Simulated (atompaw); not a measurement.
**Before and after: PAW (atompaw) potential for chromium (Cr)**

atompaw 4.2.0.5 input, output lines left out:

```
Cr 24
GGA-PBESOL scalarrelativistic loggrid 1500 logderivrange -4 5 226
4 4 3 0 0 0
4 0 0
4 1 0
3 2 4
0 0 0
c
c
c
v
c
c
v
v
2
3.00 2.40 2.60 1.60
y
-0.45
n
y
-0.1
n
y
-0.95
n
custom polynom2 7 10 vanderbiltortho gaussian
3 0 troulliermartins
3.00
3.00
3.00
3.00
1.60
1.60
```

Change: local potential troulliermartins scheme with l = 3 at 0 Ry, radius 1.28 bohr.

Cutoffs: the cutoffs (Ry, on a coarse ladder) from which the occupation-weighted sum of valence levels, in a spherical-Bessel basis at the reference potential, stays within 10 and 1 mRy of its value at 400 Ry; they do not see the model core or the augmentation charge, which bear on the density cutoff.

Question: What does the change do?

Answer: The potential gets neither clearly harder nor softer (35 Ry and 230 Ry → 40 Ry and 230 Ry); a bound ghost appears in p, s, which as a rule spoils a file. A state that the projectors do not describe sees the local part alone, so a deeper or shallower local part can create or remove a ghost.

| quantity | base | changed |
| --- | --- | --- |
| cutoff, loose | 35 Ry | 40 Ry |
| cutoff, tight | 230 Ry | 230 Ry |
| bound ghosts | none | s, p |
| s: phases at 3.01 bohr within 0.05 rad from the reference energy up to (Ry; the scan ends near 5) | 0.8 | 1.6 |
| p: phases at 3.01 bohr within 0.05 rad from the reference energy up to (Ry; the scan ends near 5) | 2.0 | 2.5 |
| d: phases at 3.01 bohr within 0.05 rad from the reference energy up to (Ry; the scan ends near 5) | to the end of the scan | 4.0 |
| lowest overlap eigenvalue by channel | s 0.87, p 0.91, d 0.95 | s 0.84, p 0.91, d 0.93 |

 A true bound ghost makes a file unfit for plane-wave use even where its test errors are small: the radial tests pick states by their node count and pass the ghost by. The cutoffs see the waves, projectors and local potential, not the compensation charge or the core.
